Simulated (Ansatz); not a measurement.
Program: Ansatz. Geometries: PBE0-D4/def2-TZVP. ΔE: electronic, gas phase. CCSD(T)/CBS adds triple-zeta CCSD(T) − MP2 to the extrapolated MP2 energy (def2 sets, frozen cores). Double bonds are as drawn, so ΔE can hold a change between cis and trans. Functionals use def2-TZVPP. One conformer a species, not always the lowest.

`O[SiH](O)/C=C/[SiH3]` + `NCF` → `NC[SiH](O)O` + `F/C=C/[SiH3]`  (formal exchange of groups at the Si–C bond)

Problem. Is it downhill or uphill in electronic energy at CCSD(T)/CBS, and by how much? (Best estimate.)

Solution. The calculation gave: Uphill: ΔE = +7.4 kcal/mol.

Problem. What do these levels give: PBE-D4, PBE0-D4, B2PLYP, HF/def2-TZVPP, MP2/def2-TZVPP, SCS-MP2/def2-TZVPP, CCSD/def2-TZVPP, CCSD(T)/def2-TZVPP, HF/def2-QZVPP, MP2/def2-QZVPP, SCS-MP2/def2-QZVPP, HF/CBS(def2)? (An estimate is asked.)

Solution. The calculation gave: PBE-D4 5.9, PBE0-D4 6.3, B2PLYP 7.5, HF/def2-TZVPP 9.5, MP2/def2-TZVPP 7.5, SCS-MP2/def2-TZVPP 7.8, CCSD/def2-TZVPP 7.5, CCSD(T)/def2-TZVPP 7.3, HF/def2-QZVPP 9.4, MP2/def2-QZVPP 7.5, SCS-MP2/def2-QZVPP 7.8, HF/CBS(def2) 9.4 kcal/mol.

Largest T1 diagnostic among the species: 0.012.

In def2-TZVPP, CCSD(T) changes the Hartree–Fock value by −2.2 kcal/mol (the triples alone add −0.2 kcal/mol) and MP2 by −2.0 kcal/mol.
